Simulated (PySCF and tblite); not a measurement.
C8H8, numbered as in [CH2:1]=[CH:2][c:3]1[cH:4][cH:5][cH:6][cH:7][cH:8]1.

Free energies: CAM-B3LYP-D3(BJ)/pcSseg-1 (IEF-PCM, chloroform) on GFN2-xTB structures plus GFN2-xTB thermal terms, symmetry and mirror images included. Conformers within 3 kcal/mol (GFN2-xTB free energy) were kept, 10 at most. GIAO shieldings: CAM-B3LYP/pcSseg-1 (IEF-PCM, chloroform). Shifts are against TMS (¹H), TMS (¹³C) at the same level. Run with PySCF (density fitting) and tblite.

Torsions listed: C1–C2–C3–C4.

```csv
conformer,shape,weight %,dipole D
1,2°,100.0,0.17
```

**Question.** How do the computed shifts compare with measured ones?

**Answer.** 
```csv
nucleus,signal,leading conformer,average,measured,medium
¹H,H4/H8,7.88,7.88,7.296,CCl4
¹H,H5/H7,7.74,7.74,7.206,CCl4
¹H,H6,7.62,7.62,7.14,CCl4
```

Measured values: Pretsch, Buehlmann, Badertscher, Structure Determination of Organic Compounds, 4th ed. (2009); Shapiro, Mohrmann, J. Phys. Chem. Ref. Data 1977, 6, 919. Mean difference for ¹H: 0.53 ppm, scatter 0.04 ppm. The computed shifts are unscaled and lack vibrational corrections.
